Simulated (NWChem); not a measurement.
B$_{2}$F$_{3}$ cation

```xyz
5

F      0.0000     0.0000    -2.2953
B      0.0000     0.0000    -1.0747
B      0.0000     0.0000     0.6957
F      0.0000     1.1550     1.2529
F      0.0000    -1.1550     1.2529
```
Atoms are numbered in this order, from 1.

Program: NWChem. Pople sets run with spherical d functions. Geometry: optimised at PBE0/def2-SVP. Vertical excitations in the gas phase.

Task: Estimate the computed values for B3LYP/6-31+G*, TDA. Quantities: lowest excitation, singlet (eV); lowest triplet (eV); orbital gap (eV).

Result: 
| Property | Result |
|---|---|
| lowest excitation, singlet (eV) | 6.80 |
| lowest triplet (eV) | 5.41 |
| orbital gap (eV) | 7.75 |
